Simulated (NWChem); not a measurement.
# B$_{2}$, triplet; SMILES [B][B]

Results from NWChem. Spin-unrestricted. All runs use the structure optimised with PBE0/def2-SVP, spin-unrestricted. No stability test was run on the SCF state. Level r2SCAN/def2-SVP: energy and gradient on several grids; changes count from the extra-fine grid, which is no exact limit either.

**Question.** Which is the coarsest grid (xcoarse; xfine; medium; fine; coarse) from which on the energy stays within 50 μHa and each gradient component within 100 μHa/bohr of xfine?

**Answer.** fine.
| grid | size of the energy change (μHa) | largest change of a gradient component (μHa/bohr) |
|---|---|---|
| xcoarse | 3000 | 300 |
| coarse | 100 | 300 |
| medium | < 10 | 300 |
| fine | < 10 | 50 |
| xfine | < 10 | < 30 |
